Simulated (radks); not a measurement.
Values are calculated unless marked as measured or tabulated.
Q: Valence configurations of the silver ion Ag3+ (all share [Kr]). Code: a radial shooting solver on a logarithmic mesh with Libxc functionals. Model: Dirac Kohn-Sham, BLYP, spin-unpolarised, spherical densities, point nucleus; open shells fill j = l - 1/2 first. Order these by energy: 4d6.5 5p1.5; 4d7 5p1; 4d7.5 5s0.5; 4d6 5s2; 4d7.5 5p0.5; 4d6 5p2; 4d6 5s1 5p1; 4d7 5s1; 4d8; 4d4.5 5p3.5.

A: From the lowest, in eV above it: 4d8 0.000; 4d7.5 5s0.5 6.106; 4d7.5 5p0.5 9.819; 4d7 5s1 12.847; 4d7 5p1 20.488; 4d6 5s2 28.299; 4d6.5 5p1.5 32.024; 4d6 5s1 5p1 36.328; 4d6 5p2 44.441; 4d4.5 5p3.5 88.477. NIST lists [Kr] 4d8 as the ground configuration; this level of theory agrees among the configurations tried. The energies are those of spherical spin-averaged densities, not of single terms.
